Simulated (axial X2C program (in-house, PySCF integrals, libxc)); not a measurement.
## Outer orbitals of Ta₂ at 2.207 Å, HF

Computed with an axial X2C code built on PySCF integrals. Spin-free means the one-electron spin-free X2C Hamiltonian; two-component (2c) means X2C with spin–orbit coupling and atomic mean-field two-electron Coulomb and Gaunt terms, so the difference of the two also holds small scalar two-electron terms. Basis: Ta dyall-cv3z [13s14p9d7f4g] (cores contracted in-house); Gaussian nuclei, density fitting, unrestricted open shells. Masses: Ta 180.948 u.

The distance is close to the 2c PBE0 minimum; the highest filled and lowest empty levels are listed.

Spin-free orbitals, state M_S = 2, Λ = 0 (beyond evenly filled blocks: 2 × σα, δ+α, δ-α) (Löwdin shares):

| symmetry | occupied | ε (eV) | atomic character |
| --- | --- | --- | --- |
| σα | yes | -9.39 | 63% Ta s, 34% Ta d |
| π-α | yes | -8.62 | 91% Ta d, 7% Ta p |
| π+α | yes | -8.62 | 91% Ta d, 7% Ta p |
| σα | yes | -8.41 | 62% Ta d, 32% Ta s, 5% Ta p |
| π-β | yes | -7.61 | 91% Ta d, 7% Ta p |
| π+β | yes | -7.61 | 91% Ta d, 7% Ta p |
| σβ | yes | -6.79 | 89% Ta s, 7% Ta p |
| δ-α | yes | -6.31 | 94% Ta d |
| δ+α | yes | -6.31 | 94% Ta d |
| σα | yes | -5.96 | 63% Ta p, 30% Ta s, 6% Ta d |
| σβ | no | -0.01 | 83% Ta p, 16% Ta s |
| π+α | no | 0.24 | 95% Ta p |
| π-α | no | 0.24 | 95% Ta p |
| π-β | no | 0.88 | 97% Ta p |
| π+β | no | 0.88 | 97% Ta p |

The lowest two-component determinant found has another configuration (Ω = 1 (⟨Sz⟩ = -1.03, ⟨Lz⟩ = 2.03 at HF)), so the levels differ by more than spin–orbit coupling. Its spinors:

| ω | occupied | ε (eV) | atomic character | λ mixture |
| --- | --- | --- | --- | --- |
| -1/2 | yes | -8.91 | 81% Ta s, 11% Ta d, 5% Ta p | 89% σ, 11% π |
| 1/2 | yes | -8.71 | 82% Ta d, 9% Ta p, 6% Ta s | 82% π, 18% σ |
| 3/2 | yes | -8.60 | 93% Ta d, 3% Ta g, 3% Ta f | 98% δ, 2% π |
| -1/2 | yes | -8.43 | 82% Ta d, 10% Ta s, 3% Ta p | 85% π, 15% σ |
| 3/2 | yes | -8.27 | 92% Ta d, 3% Ta p, 2% Ta f | 92% π, 8% δ |
| 1/2 | yes | -8.05 | 84% Ta d, 8% Ta s, 7% Ta p | 83% σ, 17% π |
| -1/2 | yes | -8.02 | 91% Ta d, 4% Ta p | 96% σ, 4% π |
| -3/2 | yes | -7.89 | 90% Ta d, 8% Ta p | 99% π, 1% δ |
| 1/2 | yes | -7.35 | 70% Ta s, 14% Ta d, 10% Ta p | 96% σ, 4% π |
| -1/2 | yes | -5.48 | 62% Ta p, 29% Ta s, 6% Ta d | 95% σ, 5% π |
| 1/2 | no | 0.16 | 86% Ta p, 7% Ta s, 5% Ta d | 66% π, 34% σ |
| 1/2 | no | 0.19 | 81% Ta p, 11% Ta s, 5% Ta d | 66% σ, 34% π |
| -3/2 | no | 0.43 | 94% Ta p, 4% Ta d | 98% π, 2% δ |
| -1/2 | no | 0.61 | 94% Ta p, 3% Ta d | 93% π, 7% σ |

Task: How does the gap between the highest filled and lowest empty level change from the spin-free to the 2c table?

Result: From 5.95 to 5.64 eV at HF, a change of -0.31 eV.

Mulliken charges and populations of the two-component result (they depend on the basis, above all on diffuse functions):

Ta1 0.02 e (s 10.92 p 24.45 d 23.55 f 14.05 g 0.01), Ta2 -0.02 e (s 11.47 p 24.32 d 23.17 f 14.05 g 0.01). ⟨Lz⟩ = 2.03 ħ and ⟨Sz⟩ = -1.03 ħ (-1.72 and 0.69 on the two atoms), which add up to Ω.

The state is one determinant whose occupation by symmetry is held fixed; it was picked as the lowest of a PBE0 search that is not exhaustive. The density breaks the inversion symmetry. PBE0 can misorder states that lie within some tenths of an eV, so this need not be the ground state of the molecule. The nearest other spin-free determinant of the search, M_S = 1, Λ = 2, lies 0.14 eV up at the distance of the search. With several unpaired electrons one determinant need not be a pure state. The determinant is spin-polarised beyond a pure state at some levels (its spin-free form has ⟨S²⟩ too high), which makes Re and μ there less reliable.
